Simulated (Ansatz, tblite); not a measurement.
Cost and result up the ladder for the cluster Co2Si5 (the lowest singlet isomer of a short search) (7 atoms). Charge 0, multiplicity 1. Geometry: PBE-D4/def2-SVP.

```xyz
7

Co    0.335    0.230    1.367
Co   -0.358    1.213   -0.660
Si    0.239   -0.555   -1.863
Si    1.003   -1.639    0.375
Si   -1.683    1.053    1.086
Si   -1.305   -0.966   -0.023
Si    1.768    0.664   -0.282
```

Ansatz on 4 threads of Arm Neoverse V2 on a shared host; xTB runs through tblite on one thread. Times are rough, summed over both states, and most runs start from the orbitals of an earlier one. No level here is sound enough to serve as a yardstick. The other state is a quintet at its own geometry.

The xTB rows come from tblite. The structure comes from a short search, and lower isomers may exist.

Run but left out: HF/STO-3G (singlet: restricted singlet, unstable in another Hartree–Fock run and untested here); HF/def2-TZVP, MP2/def2-TZVP (singlet: restricted singlet, unstable towards broken spin symmetry).

xTB has no spin-polarisation term.

| level | functions | wall time | quintet − singlet (eV) | remarks |
| --- | --- | --- | --- | --- |
| GFN1-xTB | 63 | 0.027 s | 1.40 | – |
| GFN2-xTB | 63 | 0.046 s | 0.56 | – |
| LDA (SPW92)/def2-TZVP (with forces) | 275 | 13 s | 0.88 | restricted SCF unstable in HF (singlet) |
| PBE-D4/def2-TZVP | 275 | 24 s | 0.49 | restricted SCF unstable in HF (singlet) |
| PBE0-D4/def2-TZVP | 275 | 88 s | -1.19 | restricted SCF unstable in HF (singlet), spin-contaminated (⟨S²⟩ 6.19) (quintet) |
| r2SCANh-D4/def2-TZVP | 275 | 3 min | -0.76 | restricted SCF unstable in HF (singlet), spin-contaminated (⟨S²⟩ 6.20) (quintet) |
